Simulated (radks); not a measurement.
Question: The molybdenum ion Mo15+, configuration [Ar] 3d9 (the NIST ground configuration). All-electron calculation, Dirac Kohn-Sham, PBE, spin-unpolarised, spherical densities, finite nucleus; open shells fill j = l - 1/2 first; Fermi nuclear charge, rms radius 4.4091 fm. Program: a radial shooting solver on a logarithmic mesh with Libxc functionals. Some entries of the table are withheld. Estimate them.

orbital  occ.  eigenvalue (hartree)  <1/r> (bohr^-1)
1s1/2       2                   (1)              (2)
2s1/2       2             -116.4624              (3)
2p1/2       2             -108.2888            9.901
2p3/2       4             -104.3610            9.427
3s1/2       2             -30.27909            3.464
3p1/2       2             -27.16660            3.372
3p3/2       4             -26.48571            3.260
3d3/2       4             -21.03496            3.095
3d5/2       5             -20.90146            3.066

Answer: 
(1) 1s1/2 eigenvalue (hartree): -742.0465
(2) 1s1/2 <1/r> (bohr^-1): 43.55
(3) 2s1/2 <1/r> (bohr^-1): 9.926
